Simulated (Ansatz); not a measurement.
Two isomers of C2H8OSi: A = `CO[SiH2]C`, B = `CC(O)[SiH3]`.

Calculated with Ansatz (gas phase, PBE0-D4/def2-TZVP geometries, no zero-point term in ΔE). CCSD(T)/CBS is the MP2 limit (def2-TZVPP, def2-QZVPP) plus CCSD(T) − MP2 in def2-TZVPP, frozen cores. DFT in def2-TZVPP. B3LYP here is the variant with VWN-RPA as its local correlation; programs differ in this. One conformer a species, not always the lowest.

A:

```xyz
12

C     0.455   -1.732    0.634
O    -0.504   -0.753    0.949
Si   -0.314    0.839    0.576
C    -0.324    1.147   -1.263
H     0.174   -2.662    1.131
H     1.456   -1.445    0.980
H     0.501   -1.919   -0.445
H     0.979    1.328    1.140
H    -1.446    1.535    1.235
H     0.508    0.643   -1.759
H    -0.230    2.219   -1.462
H    -1.256    0.799   -1.715
```

B:

```xyz
12

C    -0.135   -0.409   -1.311
C    -0.526   -0.051    0.112
O    -1.196    1.202    0.181
Si    0.973    0.091    1.266
H     0.376   -1.375   -1.350
H    -1.021   -0.480   -1.951
H     0.528    0.349   -1.736
H    -1.173   -0.848    0.512
H    -1.951    1.176   -0.414
H     1.908    1.125    0.751
H     1.675   -1.222    1.298
H     0.542    0.443    2.642
```

Which isomer does CCSD(T)/CBS put lower? Give the gap. (Best estimate.)

Computed: A, by 142.9 kJ/mol.

Give E(B) − E(A) in kJ/mol with B2PLYP, PBE-D4, HF/def2-TZVPP, PBE0-D4, CCSD(T)/def2-TZVPP, ωB97M-V, B3LYP. (Estimate.)

The calculation gave: B2PLYP 148.0, PBE-D4 132.0, HF/def2-TZVPP 158.7, PBE0-D4 136.9, CCSD(T)/def2-TZVPP 141.9, ωB97M-V 143.0, B3LYP 147.0. None reverses the order clearly.

Does the order hold for the free energy at 298.15 K (harmonic terms from PBE0-D4)? (Best estimate.)

Computed: Yes: G(B) − G(A) = +141.4 kJ/mol, for one conformer each.

Largest T1 diagnostic: 0.011.

In def2-TZVPP, CCSD(T) changes the Hartree–Fock value by −16.8 kJ/mol (the triples alone add −2.3 kJ/mol) and MP2 by −12.1 kJ/mol. From PBE to PBE0 (25 % exact exchange), in def2-TZVPP and without D4, E(B) − E(A) moves by +4.7 kJ/mol.
